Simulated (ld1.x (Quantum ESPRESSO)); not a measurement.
# What one change does to a pseudopotential (nickel (Ni), TM)

ld1.x (Quantum ESPRESSO) 7.5 input, shortened:

```
&input
   title='Ni', zed=28., rel=2, dft='PZ', iswitch=3,
   config='[Ar] 3d8 4s2 4p0', rel_dist='average'
 /
 &inputp
   pseudotype=2, tm=.true., lloc=2,
   nlcc=.false.
 /
3
4S  1  0   2.00   0.00  2.05  2.05  0.0
4P  2  1   0.00   0.00  2.15  2.15  0.0
3D  3  2   8.00   0.00  1.45  1.45  0.0
 &test
   configts(1)='3d8 4s2 4p0'
 /
```

Open shells are filled in proportion to 2j + 1 (rel_dist='average').

Change: core correction a·sin(br)/r model core inside 1.14 bohr.

Cutoffs: the cutoffs (Ry, on a coarse ladder) from which the occupation-weighted sum of valence levels, in a spherical-Bessel basis at the reference potential, stays within 10 and 1 mRy of its value at 400 Ry; they do not see the model core or the augmentation charge, which bear on the density cutoff. Errors are all-electron minus pseudo energies relative to the spin-unpolarised reference configuration.

Question: Predict the effect on cutoff, ghosts and configuration errors.

Answer: The potential gets neither clearly harder nor softer (140 Ry and 230 Ry → 140 Ry and 230 Ry); both files keep a bound ghost (p, s); the number of tests that count goes from 6 to 7; of the 6 tests that both files solve, the error grows in 5 and shrinks in 0 by more than 15 % and 0.3 meV (median size 2.5 → 20.3 meV). In the base the local d channel has no projectors, so it cannot carry the spin–orbit splitting, and the file is wrong for that shell. In the changed file the local d channel has no projectors, so it cannot carry the spin–orbit splitting, and the file is wrong for that shell. A model core, the more so a compact one, raises the density cutoff, which this test does not measure.

```tsv
quantity	base	changed
cutoff, loose	140 Ry	140 Ry
cutoff, tight	230 Ry	230 Ry
bound ghosts	s, p3/2, p1/2	s, p3/2, p1/2
largest miss of a reference level, eV	0.14	0.14
tests counted (converged, no solver errors)	6 of 7	7 of 7
error for 3d8 4s1 4p0, meV [ΔE 9.60 eV]	+1.1	-4.5
error for 3d8 4s0 4p0, meV [ΔE 27.26 eV]	+8.0	-36
error for 3d7 4s0 4p0, meV [ΔE 65.06 eV]	+3.7	-170
error for 3d8 4s1 4p1, meV [ΔE 4.68 eV]	+1.3	-1.2
error for 3d6 4s0 4p0, meV [ΔE 122.92 eV]	-452	-967
error for 3d8 4s1.5 4p0, meV [ΔE 3.84 eV]	+0.2	-0.8
s: phases at 2.34 bohr within 0.05 rad from the reference energy up to (Ry; the scan ends near 5)	2.5	2.5
p1/2: phases at 2.34 bohr within 0.05 rad from the reference energy up to (Ry; the scan ends near 5)	4.5	4.5
p3/2: phases at 2.34 bohr within 0.05 rad from the reference energy up to (Ry; the scan ends near 5)	4.4	4.4
d3/2: phases at 2.34 bohr within 0.05 rad from the reference energy up to (Ry; the scan ends near 5)	n/a	n/a
d5/2: phases at 2.34 bohr within 0.05 rad from the reference energy up to (Ry; the scan ends near 5)	1.2	1.2
```

Base: Tests not counted: 3d8.5 4s1.5 4p0 (solver errors, printed error -705 eV). These tests converged, but a pseudo level misses the all-electron one widely, so the file describes the atom poorly there or has found another state: 3d6 4s0 4p0: empty 4s by 10.2 eV. Changed file: These tests converged, but a pseudo level misses the all-electron one widely, so the file describes the atom poorly there or has found another state: 3d6 4s0 4p0: empty 4s by 10.7 eV. A true bound ghost makes a file unfit for plane-wave use even where its test errors are small: the radial tests pick states by their node count and pass the ghost by. Where a test does run into it, the solver fails or the error is huge.
